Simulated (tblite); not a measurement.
Run record: tight-binding relaxation, `CBB(N)N(CC)C1CC1`.

Computed with GFN2-xTB geometry optimisation, gas phase (tblite 0.8.0). Start geometry: from a force field or distance geometry. The input is one job of a driver script: a line of settings, then coordinates in Å.

Command:
```bash
OMP_NUM_THREADS=1 python probes_run.py task.json out
```

Input:
```
{"job": {"kind": "relax", "xc": "GFN2-xTB", "basis": "xTB"}, "charge": 0, "multiplicity": 1}
C      3.404400     0.307600     0.611100
B      1.975500     0.027200     1.295700
B      0.927000    -0.944200     0.438900
N      1.531500    -1.819200    -0.653400
N     -0.471600    -0.341600     0.217500
C     -1.504800    -1.307800     0.128200
C     -2.885700    -0.879500     0.426100
C     -0.451300     0.706100    -0.744300
C     -1.479600     1.708100    -1.018900
C     -0.350700     2.065100    -0.085000
H      3.188200     0.837100    -0.354300
H      3.975600     0.956600     1.272200
H      3.848500    -0.681900     0.433500
H      1.851300    -0.004200     2.473000
H      1.854500    -1.205300    -1.446900
H      0.792100    -2.455100    -1.021500
H     -1.468300    -1.767100    -0.893800
H     -1.216900    -2.148800     0.825300
H     -3.479800    -1.812700     0.671900
H     -3.434000    -0.408200    -0.394400
H     -2.896900    -0.285300     1.382300
H      0.337600     0.594900    -1.542400
H     -1.389500     2.241000    -2.007300
H     -2.477000     1.775900    -0.547500
H      0.461200     2.739400    -0.441400
H     -0.662300     2.124700     0.988600
```

Output:
```
step      E/eV     max force
  0    -794.81245    2.707
  1    -795.39391    1.951
  2    -795.73000    1.073
  3    -795.86831    0.719
  4    -795.95012    0.671
  5    -796.00720    0.679
  6    -796.06275    0.703
  7    -796.11972    0.738
  8    -796.18546    0.829
  9    -796.25417    0.884
... (136 lines left out)
146    -797.72555    0.028
147    -797.72567    0.024
148    -797.72577    0.026
149    -797.72585    0.024
150    -797.72594    0.017
151    -797.72601    0.015
152    -797.72606    0.013
153    -797.72610    0.014
154    -797.72612    0.013
155    -797.72615    0.008
```

«max force» is the largest atomic force in eV/Å.

Q: From which step on does the largest force stay under 0.1 eV/Å, and how much energy is left to gain from there?

A: From step 105 (0.079 eV/Å), 23.6 meV above the end.

Summary of the converged run: energy lowered by 67.2 kcal/mol over 155 steps; largest atomic force 0.008 eV/Å at the end.

Q: Give the final coordinates.

A: 1.304 Å rms from the input after alignment:
```
atom  x, y, z in Å
C1     3.2006    0.5709    0.2620
B2     1.8434    0.2870    1.0295
B3     0.6808   -0.7544    0.4230
N4     0.7446   -2.1063    0.8297
N5    -0.3477   -0.3636   -0.4839
C6    -1.3461   -1.2783   -1.0029
C7    -2.5786   -1.3898   -0.1016
C8    -0.6129    0.9893   -0.8492
C9    -1.3317    1.9313    0.0875
C10    0.1120    2.1528   -0.2557
H11    3.1171    0.5257   -0.8215
H12    3.6744    1.5155    0.5259
H13    3.9034   -0.2132    0.5505
H14    1.8009    0.6901    2.1407
H15    1.4738   -2.4449    1.4301
H16    0.1177   -2.8360    0.5385
H17   -1.6614   -0.9400   -1.9983
H18   -0.8920   -2.2647   -1.1260
H19   -3.2857   -2.1080   -0.5117
H20   -3.0716   -0.4244   -0.0185
H21   -2.2831   -1.7122    0.8939
H22   -0.8757    1.0885   -1.9026
H23   -2.0730    2.6088   -0.3098
H24   -1.5478    1.5689    1.0804
H25    0.3727    2.9723   -0.9092
H26    0.8446    1.9574    0.5125
```

Q: Estimate the wall time. Hardware: an Arm Neoverse N1 with one thread, on a shared host.

A: About 2.5 s.
Labels such as C1 count atoms from 1, the log's own numbers from 0.
